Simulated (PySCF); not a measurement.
## Au(PH3)Cl in a uniform electric field

Species: Au(PH3)Cl (singlet state).
Cartesian coordinates in Å at the PBE0-D3(BJ)/def2-SVP level; atoms count from 1:
```
atom  x, y, z in Å
Au1   -0.0035    0.0024   -1.4528
P2     0.0025    0.0004    0.7936
H3     0.8139   -0.9510    1.4588
H4    -1.2236   -0.2274    1.4649
H5     0.4217    1.1753    1.4645
Cl6   -0.0111    0.0003   -3.7291
```

Level: PBE0/def2-SVPD (PySCF); nuclei fixed, core orbitals frozen in the response. Permanent dipole (0.024, -0.001, 7.916) D (1 au = 2.5417 D). Static polarisability (au):

```
x    56.79   0.00   0.16
y     0.00  56.79   0.00
z     0.16   0.00 111.26
```

Only the terms in μ and α are kept: μ(F) = μ + αF and ΔE = −μ·F − ½ F·αF.

What do fields of 0.154 V/Å (0.003 au) along the six axis directions do?

```csv
field along,induced x (D),induced y (D),induced z (D),total size (D),−μ·F (kJ/mol),−½F·αF (kJ/mol)
+x,0.433,0.000,0.001,7.930,-0.074,-0.671
−x,-0.433,0.000,-0.001,7.925,+0.074,-0.671
+y,0.000,0.433,0.000,7.928,+0.003,-0.671
−y,0.000,-0.433,0.000,7.928,-0.003,-0.671
+z,0.001,0.000,0.848,8.764,-24.531,-1.315
−z,-0.001,0.000,-0.848,7.068,+24.531,-1.315
```

For the field (-0.0024, 0.0012, 0.0000) au, what is the induced dipole, and what angle does it make with the field?

αF = (-0.346, 0.173, -0.001) D, at 0.1° to the field. The polarisability along this direction, F·αF/F², is 56.79 au, against a mean of 74.94 au.

Which field along μ doubles the dipole in that direction (linear response)?

The polarisability along the dipole is 111.26 au, so F = 3.1144 au / 111.26 au = 0.0280 au = 1.44 V/Å; higher-order terms are ignored.

What field makes μF equal to kT at 200 K?

kT = 0.6334 × 10⁻³ Eh, so F = 0.000203 au = 1.05 MV/cm.

Induction energy −ᾱe²/2R⁴ of a unit charge at 7 Å, the molecule taken as a point?

R = 13.23 bohr, so the energy is −74.9/(2 × 13.23⁴) Eh = -3.21 kJ/mol. The charge–dipole term at its most favourable orientation, −μe/R², is -46.7 kJ/mol.

Geometry: PBE0-D3(BJ)/def2-SVP; no solvent, vibrations or thermal averaging. Atoms past krypton carry effective core potentials; spin–orbit coupling is left out.
